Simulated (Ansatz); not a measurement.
Species: sum formula MoO2Cl, net charge 0, doublet state. The spin state was set by rule; other spins were not relaxed. 
Geometry from a B3LYP-D3(BJ)/def2-TZVP (Ansatz, a quantum-chemistry and plane-wave program) optimisation:
```xyz
4

Mo     0.1043    -0.3365     0.0778
O      1.7749    -0.5091    -0.0771
O     -0.4248    -0.8009     1.6104
Cl    -0.8931     1.4478    -0.9139
```
Charge 0, spin multiplicity 2.

Total electronic energies in hartree. Correlated levels leave the core frozen unless marked. UHF or UKS for open shells. No spin-orbit coupling. The frozen core is the preceding noble-gas configuration, with the filled d and f shells of earlier blocks. Past Kr the def2 sets carry scalar-relativistic core potentials. STO-3G rows are all-electron and non-relativistic. CBS(X,Y): correlation extrapolated as X^-3; Hartree-Fock from the larger set. The bracket is a focal-point correction in the basis named.

The UHF reference is spin-contaminated (<S^2> 0.84 over the pure value in the largest basis). The T1 diagnostic of CCSD in the largest basis is 0.081, which is high, so the coupled-cluster rows are less sure than usual.

```
level                                                              program  energy (Eh)
----------------------------------------------------------  --------------  -----------
HF/def2-TZVPP                                                       Ansatz   -676.90421
RI-HF/def2-QZVPPD                                                   Ansatz   -676.92798
PBE/def2-TZVPD                                                      Ansatz   -678.76948
B97M-V/def2-TZVPD                                                   Ansatz   -678.89807
B3LYP/def2-TZVPD                                                    Ansatz   -679.08854
BHLYP/def2-TZVPD                                                    Ansatz   -678.82654
HSE06/def2-TZVPD                                                    Ansatz   -678.71042
CAM-B3LYP-D3(BJ)/def2-TZVPD                                 Ansatz + dftd3   -678.96654
B2GP-PLYP-D3(BJ)/def2-TZVPD                                 Ansatz + dftd3   -678.54824
MP2/def2-TZVPP                                                      Ansatz   -677.75388
RI-MP2/def2-TZVPPD                                                  Ansatz   -677.76032
RI-MP2/def2-QZVPP                                                   Ansatz   -677.84463
SCS-MP2/STO-3G                                                      Ansatz  -4538.57996
CCSD/def2-SVP                                                       Ansatz   -677.23148
RI-MP2/CBS(def2-TZVPP,def2-QZVPP)+[CCSD(T)-MP2]/def2-TZVPP          Ansatz    -677.9892
```

Totals of different functionals don't rank their quality; only differences between species are comparable.
